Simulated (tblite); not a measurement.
Compound: C5H12ClNSi2.
Geometry (GFN2-xTB, Å), atoms numbered from 1 in this order:
```
atom  x, y, z in Å
N1    -5.3261    1.2379    0.3300
C2    -4.4510    0.5458    0.0830
C3    -3.3237   -0.3068   -0.2036
C4    -2.0040    0.3952    0.0928
Cl5   -1.8267    1.8043   -1.0099
Si6   -0.4758   -0.7281   -0.1948
C7     1.0985    0.2511    0.1925
C8     2.3544   -0.6152    0.0938
Si9    3.9517    0.3680    0.4242
H10   -3.3990   -1.2034    0.4186
H11   -3.3653   -0.6080   -1.2532
H12   -2.0345    0.8162    1.0993
H13   -0.6316   -1.8858    0.6993
H14   -0.5244   -1.1688   -1.5914
H15    1.1871    1.0926   -0.4972
H16    1.0395    0.6817    1.1947
H17    2.2735   -1.4431    0.7999
H18    2.3992   -1.0698   -0.8970
H19    4.0969    1.4018   -0.6022
H20    3.8579    0.9965    1.7439
H21    5.0944   -0.5452    0.3861
```

Method: GFN2-xTB as coded in tblite; computed harmonic values from a numerical Hessian at the method's own geometry, unscaled. Against measured fundamentals such values can be off by several per cent, at times by over 20. Modes of hydrogen on silicon can be 10 to 20 % off. One conformer, not necessarily the lowest.

Harmonic wavenumbers (cm⁻¹): 26.4, 41.0, 46.3, 63.5, 87.6, 122.4, 128.0, 150.3, 182.8, 230.7, 286.4, 322.6, 385.2, 452.1, 506.1, 511.7, 535.1, 571.0, 656.9, 697.2, 713.7, 754.6, 764.9, 775.9, 778.9, 785.7, 788.8, 794.8, 826.5, 919.9, 977.6, 1061.6, 1067.3, 1069.1, 1127.3, 1149.2, 1196.9, 1223.4, 1262.0, 1302.0, 1311.8, 1416.7, 1465.5, 1492.2, 2209.0, 2256.7, 2261.2, 2264.5, 2269.4, 2413.9, 2947.6, 2953.8, 2956.5, 2969.9, 2973.6, 2975.8, 2987.0.

A = 2710, B = 325.2, C = 304.7 MHz; mass 177.020 u (most abundant isotopes); point group C1, symmetry number 1.

Problem. Zero-point energy?

Solution. Half the sum of the wavenumbers: 32734 cm⁻¹ = 391.59 kJ/mol.

Problem. What is S at 200 K and 1 bar for an ideal gas of classical rigid rotors and harmonic oscillators?

Solution. Translation 165.11, rotation 126.65, vibration 140.62: S = 432.4 J/(mol K).

Problem. And Cp and H(200 K) − H(0)?

Solution. Cp = 156.25 J/(mol K), of which vibrations give 122.99 (their classical limit is 57 R = 473.9); H(200 K) − H(0) = 20.45 kJ/mol without the zero-point energy, 13.80 from vibrations.

Problem. Blend soft modes into free rotors: weight 1/[1 + (100 cm⁻¹/ν̃)⁴] for the oscillator and the rest for a rotor with moment μB/(μ + B), μ = h/(8π²ν), B = 10⁻⁴⁴ kg m². What vibrational entropy results?

Solution. 123.11 J/(mol K) in place of 140.62, which changes −T·S at 200 K by +3.50 kJ/mol.

Problem. How do the functions run with temperature in this model?

Solution. 
| T (K) | S (J/(mol K)) | Cp (J/(mol K)) | H − H(0) (kJ/mol) | G − H(0) (kJ/mol) | ln q(vib) |
| --- | --- | --- | --- | --- | --- |
| 150 | 391.3 | 130.6 | 13.29 | -45.41 | 6.47 |
| 250 | 470.1 | 182.7 | 28.92 | -88.60 | 10.64 |
| 298.15 | 504.4 | 207.4 | 38.32 | -112.07 | 12.52 |
| 400 | 572.1 | 253.7 | 61.88 | -166.94 | 16.33 |
| 600 | 688.4 | 320.2 | 119.74 | -293.32 | 23.31 |
| 900 | 831.2 | 383.0 | 226.02 | -522.08 | 32.66 |

q(vib) and H(0) count from the zero-point level.

Problem. What must be added to the electronic energy to get the Gibbs energy at 200 K and 1 bar?

Solution. ZPE + [H(200 K) − H(0)] − T·S = 391.59 + 20.45 − 86.48 = 325.56 kJ/mol.

Problem. Which modes carry the vibrational entropy at 200 K?

Solution. 26.4 cm⁻¹: 22.14; 41.0 cm⁻¹: 18.50; 46.3 cm⁻¹: 17.49; 63.5 cm⁻¹: 14.90; 87.6 cm⁻¹: 12.29; 122.4 cm⁻¹: 9.64 J/(mol K); the other 51 give 45.66 together.

Hindered rotation and anharmonicity are outside this model. Other conformers, if any are populated, would add a mixing term that is left out. The structure is chiral; the term R ln 2 for an equal mix with its mirror image is left out.
